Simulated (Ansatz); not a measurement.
Cost and result for the atomization energy of ClGeH₃S₃, SMILES `[SH][Ge]([SH])([SH])[Cl]` (8 atoms, 7 bonds).

The species carries charge 0 and has multiplicity 1. Correlated methods include outer-core shells of Ge, which these sets cover unevenly. Scalar relativity is left out up to krypton. The geometry is a stationary point of PBE0-D4/def2-TZVP. It is one conformer, not always the lowest. Program: Ansatz. All runs use 4 threads of an Intel Xeon on a shared host. Times are those of one run each, without the atoms' runs, and a repeat can differ threefold. Electronic energies, without spin–orbit coupling; frozen cores. CCSD(T)/CBS adds CCSD(T) − MP2 in def2-TZVPP to the MP2 limit, and its time is that of the two runs behind it. T1 = 0.011. With those shells the extrapolation isn't a true limit. HSE06 is the plane-wave form, built on full-range PBE exchange.

CCSD(T)/CBS is a level of theory with its own doubt, some kJ/mol a heavy atom from the limit and from the frozen cores, so smaller differences don't rank the functionals.

```tsv
level	functions	wall time
BLYP-D4/def2-TZVPP	258	9.1 s
HSE06-D4/def2-TZVPP	258	17 s
BHLYP-D4/def2-TZVPP	258	18 s
r2SCANh-D4/def2-TZVPP	258	22 s
B97M-V/def2-TZVPP	258	23 s
PBE-QIDH/def2-TZVPP	258	23 s
B2PLYP/def2-TZVPP	258	24 s
CCSD(T)/def2-SVP	119	25 s
ωB97X-V/def2-TZVPP	258	36 s
ωB97M-V/def2-TZVPP (with forces)	258	45 s
MP2/def2-QZVPP	459	63 s
CCSD(T)/def2-TZVPP	258	6.1 min
CCSD(T)/CBS(def2)	–	7.1 min
```

Q: What atomization energy does each give, and how far from CCSD(T)/CBS? (Estimate.)

A: The calculation gave: 
```
                           level  atomization (kJ/mol)  difference from CCSD(T)/CBS  per bond
              BLYP-D4/def2-TZVPP                2265.1                        -47.7      -6.8
             HSE06-D4/def2-TZVPP                2312.7                         -0.1       0.0
             BHLYP-D4/def2-TZVPP                2211.1                       -101.7     -14.5
           r2SCANh-D4/def2-TZVPP                2313.8                          1.0       0.1
               B97M-V/def2-TZVPP                2363.6                         50.8       7.3
             PBE-QIDH/def2-TZVPP                2296.0                        -16.8      -2.4
               B2PLYP/def2-TZVPP                2241.9                        -70.9     -10.1
                CCSD(T)/def2-SVP                2069.8                       -243.0     -34.7
              ωB97X-V/def2-TZVPP                2334.9                         22.1       3.2
ωB97M-V/def2-TZVPP (with forces)                2322.6                          9.8       1.4
                  MP2/def2-QZVPP                2330.2                         17.4       2.5
              CCSD(T)/def2-TZVPP                2235.8                        -77.0     -11.0
               CCSD(T)/CBS(def2)                2312.8                          0.0       0.0
```

In def2-TZVPP, CCSD(T) changes the Hartree–Fock value by +679.6 kJ/mol (the triples alone add +57.8 kJ/mol) and MP2 by +730.3 kJ/mol; breaking electron pairs costs correlation energy, which Hartree–Fock lacks. From PBE to PBE0 (25 % exact exchange), in def2-TZVPP and without D4, the atomization energy moves by −35.7 kJ/mol: exact exchange takes away binding that semilocal exchange gives to molecules. The D4 term adds +54.9 kJ/mol with B3LYP and +29.2 kJ/mol with PBE0; it sums over pairs of atoms, weighted by their polarisabilities, and B3LYP, whose exchange is more repulsive, gets the larger term.

B3LYP here is the variant with VWN-RPA as its local correlation; programs differ in this.
